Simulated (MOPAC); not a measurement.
A run for MOPAC: AM1 on H2IIn (SMILES [InH2][I]), a point of a bond scan (R = 2.700 Å).

```
AM1 1SCF PRECISE CHARGE=0 THREADS=1
H2IIn

In    -0.72638877 1    -1.13552285 1     0.19955666 1
H     -0.06961712 1    -2.17409956 1     1.39445122 1
H     -2.11914691 1    -1.24747254 1    -0.79314453 1
I      0.71286441 1     1.11438097 1    -0.19584118 1
```

Program output:

```
*******************************************************************************
 **                                                                           **
 **                              MOPAC v23.2.5                                **
 **                                                                           **
 *******************************************************************************
 ** MOPAC's Digital Object Identifier: https://doi.org/10.5281/zenodo.6511958 **
 **                                                                           **
 ** Please cite the open-source release paper for use of this MOPAC version:  **
 ** J. E. Moussa and J. J. P. Stewart (2026)                                  **
 ** MOPAC: An open-source semiempirical molecular orbital program             **
 ** J. Open Source Softw., 11(119), 8025, https://doi.org/10.21105/joss.08025 **
 *******************************************************************************

                              AM1 CALCULATION RESULTS

 *******************************************************************************
 *  AM1        - The AM1 Hamiltonian to be used
 *
 *
 *
 *                 CHARGE ON SYSTEM = 0
 *
 *
 *
 *  PRECISE    - TIGHTER CRITERIA TO BE USED
 *  1SCF       - DO 1 SCF AND THEN STOP
 *  THREADS=1  - MULTI-THREADING NOT USED
 *  T=         - A TIME OF 172800.0 SECONDS REQUESTED
 *  DUMP=N     - RESTART FILE WRITTEN EVERY 7200.0 SECONDS REQUESTED
 *******************************************************************************
AM1 1SCF PRECISE CHARGE=0 THREADS=1
 H2IIn

   ATOM   CHEMICAL          X               Y               Z
  NUMBER   SYMBOL      (ANGSTROMS)     (ANGSTROMS)     (ANGSTROMS)

     1      In         -0.72638877  *  -1.13552285  *   0.19955666  *
     2       H         -0.06961712  *  -2.17409956  *   1.39445122  *
     3       H         -2.11914691  *  -1.24747254  *  -0.79314453  *
     4       I          0.71286441  *   1.11438097  *  -0.19584118  *



          CARTESIAN COORDINATES

    NO.       ATOM           X           Y           Z

     1        In         -0.7264     -1.1355      0.1996
     2         H         -0.0696     -2.1741      1.3945
     3         H         -2.1191     -1.2475     -0.7931
     4         I          0.7129      1.1144     -0.1958

  H: (AM1): M.J.S. DEWAR ET AL, J. AM. CHEM. SOC. 107 3902-3909 (1985)
 In: (AM1): J. J. P. STEWART, J. MOL. MOD., 10, 155-164 (2004)
  I: (AM1): M.J.S. DEWAR AND E. G. ZOEBISCH, THEOCHEM, 180, 1 (1988).

           Empirical Formula: H2 In I  =     4 atoms



      MOLECULAR POINT GROUP   :   C2v


      RHF CALCULATION, NO. OF DOUBLY OCCUPIED LEVELS = 6


 -------------------------------------------------------------------------------
 AM1 1SCF PRECISE CHARGE=0 THREADS=1
 H2IIn



     1SCF WAS SPECIFIED, SO BFGS WAS NOT USED
     SCF FIELD WAS ACHIEVED


                              AM1 CALCULATION
                                                       MOPAC v23.2.5 Linux




          FINAL HEAT OF FORMATION =         23.99416 KCAL/MOL =     100.39156 KJ/MOL


          COSMO AREA              =        108.87 SQUARE ANGSTROMS
          COSMO VOLUME            =         95.03 CUBIC ANGSTROMS

          IONIZATION POTENTIAL    =         10.301446 EV
          HOMO LUMO ENERGIES (EV) =        -10.301 -2.463
          NO. OF FILLED LEVELS    =          6
          MOLECULAR WEIGHT        =        243.7403         POINT GROUP:  C2v

          MOLECULAR DIMENSIONS (Angstroms)

            Atom       Atom       Distance
            I     4    H     2     3.73569
            H     3    I     4     2.84755
           In     1    H     2     0.00000


          SCF CALCULATIONS        =          1





   ATOM   CHEMICAL          X               Y               Z
  NUMBER   SYMBOL      (ANGSTROMS)     (ANGSTROMS)     (ANGSTROMS)

     1      In         -0.72638877  *  -1.13552285  *   0.19955666  *
     2       H         -0.06961712  *  -2.17409956  *   1.39445122  *
     3       H         -2.11914691  *  -1.24747254  *  -0.79314453  *
     4       I          0.71286441  *   1.11438097  *  -0.19584118  *

                             CARTESIAN COORDINATES

   1   In       -0.726388770    -1.135522850     0.199556660
   2    H       -0.069617120    -2.174099560     1.394451220
   3    H       -2.119146910    -1.247472540    -0.793144530
   4    I        0.712864410     1.114380970    -0.195841180


           Empirical Formula: H2 In I  =     4 atoms



      MOLECULAR POINT GROUP   :   C2v


                  EIGENVALUES
 -29.87000 -16.95485 -11.86704 -11.01491 -10.62487 -10.30145  -2.46305  -1.31835
   0.38914   1.46909


              NET ATOMIC CHARGES AND DIPOLE CONTRIBUTIONS

  ATOM NO.   TYPE          CHARGE      No. of ELECS.   s-Pop       p-Pop
    1         In          -0.147345        3.1473     1.38096     1.76638
    2          H           0.081708        0.9183     0.91829
    3          H           0.081708        0.9183     0.91829
    4          I          -0.016072        7.0161     1.97179     5.04429
 DIPOLE           X         Y         Z       TOTAL
 POINT-CHG.    -0.400    -0.625     0.110     0.750
 HYBRID        -0.376    -0.588     0.103     0.706
 SUM           -0.776    -1.213     0.213     1.456


          ATOMIC ORBITAL ELECTRON POPULATIONS

     Atom    s        px        py        pz
    1 In   1.38096   0.62907   0.64139   0.49592
    2  H   0.91829
    3  H   0.91829
    4  I   1.97179   1.72659   1.38771   1.92999

 **********************
 *                    *
 * JOB ENDED NORMALLY *
 *                    *
 **********************




 == MOPAC DONE ==
```

The run finished.

Cost: about 0.020 core-seconds (a rough figure).
